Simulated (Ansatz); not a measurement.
Cartesian coordinates in Å:
```
O 0.205 -0.854 1.840
Si 0.353 -0.723 0.210
S -1.506 -0.384 -0.900
Al 0.034 1.138 -1.127
Cl 0.125 2.948 -2.148
H -0.266 -0.157 2.300
H 1.054 -1.967 -0.175
```

The species carries charge 0 and has multiplicity 1.

Q: List the ωB97M-V/def2-TZVPP orbital energies in eV (Ansatz 0.2.0). (An estimate is asked.)

A: The calculation gave: Occupied: -2772.21, -2426.42, -1808.11, -1533.41, -526.61, -262.62, -220.41, -200.06, -199.98, -199.97, -163.47, -163.43, -163.42, -149.03, -117.95, -103.19, -103.14, -103.11, -77.57, -77.46, -77.43, -31.33, -25.86, -22.66, -18.55, -15.44, -14.46, -13.82, -13.14, -12.48, -12.31, -12.30, -10.91, -10.10, -8.62. Lowest empty: -0.04, 0.20, 1.94, 1.98, 3.01, 3.04, 3.30, 4.06.
